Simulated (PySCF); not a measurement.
**Electron correlation in Ca (calcium, neutral)**

[Ar] 4s2, closed-shell 1S. All numbers are calculated (PySCF 2.14, the non-relativistic Hamiltonian (point nucleus), in 6-31G* (5s4p3d, 32 functions)). Frozen: [Ar]; 2 electrons correlated.

Total MP2 correlation energy: -17.34 mhartree.

Same-spin part 0.00 and opposite-spin part -17.34 mhartree; SCS-MP2 scales them by 1/3 and 6/5 to -20.80 mhartree.

With two correlated electrons CCSD is exact within the correlated space (frozen core and kept virtual orbitals).

```csv
level,correlation energy (mhartree)
CCSD,-26.49
```

Diagnostics: T1 = 0.011, D1 = 0.0160, largest double amplitude 0.119.

Q: Is a single reference adequate?

A: Mostly. T1 lies below 0.03, but a double amplitude of this size points to a near-degeneracy that CCSD handles and MP2 describes poorly.
